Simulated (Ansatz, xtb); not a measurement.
**Two structures of BFH2MgO**

Structure I: a singlet given by its coordinates. Structure II: a singlet given by its coordinates. Both are isolated molecules in the gas phase, relaxed with PBE0-D4/def2-TZVP.

I (Å):

```yaml
atoms:
  - { symbol: B, position_ang: [-0.6352, 2.1703, 0.4558] }
  - { symbol: F, position_ang: [-5.1875, 0.5364, 0.0471] }
  - { symbol: Mg, position_ang: [-3.5502, 1.1236, 0.1941] }
  - { symbol: O, position_ang: [-1.8792, 1.7228, 0.3443] }
  - { symbol: H, position_ang: [-0.3402, 3.2669, 0.0348] }
  - { symbol: H, position_ang: [0.2158, 1.4861, 0.9794] }
```

Close contacts (Å): B1–O4 1.33, F2–Mg3 1.75, Mg3–O4 1.78, B1–H5 1.21, B1–H6 1.21.

II (Å):

```xyz
6

B    -0.7305    2.1583    2.3571
F    -0.6257    3.1420    1.3120
Mg   -1.2974    1.5298    0.0820
O    -1.1350    1.0077    1.9195
H    -0.4317    2.5607    3.4381
H    -1.6112    1.4166   -1.5730
```

Close contacts (Å): B1–F2 1.44, B1–Mg3 2.43, B1–O4 1.30, F2–Mg3 2.14, Mg3–O4 1.92, B1–H5 1.19, Mg3–H6 1.69.

Energies in hartree; the thermal terms are from PBE0-D4/def2-TZVP harmonic frequencies (ideal gas, rigid rotor, one conformer each, 298.15 K, 1 atm) and include the zero-point energy:

|  | I | II |
| --- | --- | --- |
| E, CCSD(T)/def2-TZVPP | −400.824716 | −400.827969 |
| zero-point energy | 0.026454 | 0.025009 |
| H(298 K) − E | 0.033368 | 0.031102 |
| G(298 K) − E | −0.002448 | −0.002624 |

Question: Work out ΔE, ΔE₀, ΔH and ΔG for I → II in kJ/mol (1 Eh = 2625.50 kJ/mol) and the equilibrium ratio [II]/[I].

Answer: 1. ΔE = −400.827969 − (−400.824716) = −0.003253 Eh = −8.54 kJ/mol.
2. ΔE₀ = ΔE + ΔZPE = −0.003253 + (−0.001445) Eh = −12.33 kJ/mol.
3. ΔH = ΔE + (−0.002266) Eh = −14.49 kJ/mol.
4. ΔG = ΔE + (−0.000176) Eh = −9.00 kJ/mol, so ΔS = (ΔH − ΔG)/T = −18.4 J/(mol K).
5. kT = 0.9442 mEh, so K = [II]/[I] = exp(−ΔG/kT) = exp(+3.63) ≈ 38.

Structure II is favoured at this temperature. An error of 4 kJ/mol in ΔG would change K by a factor of 5. HF/def2-TZVPP, MP2/def2-TZVPP found them nearly level. Mirror images and further conformers aren't counted.

Other levels gave ΔE = −9.2 (PBE0-D4/def2-TZVP); +1.5 (HF/def2-TZVPP); +0.5 (MP2/def2-TZVPP) kJ/mol. The correlated steps freeze 4 core orbitals; the last core shell of Mg is correlated, in a basis made for valence electrons. Programs: Ansatz 0.2.0.
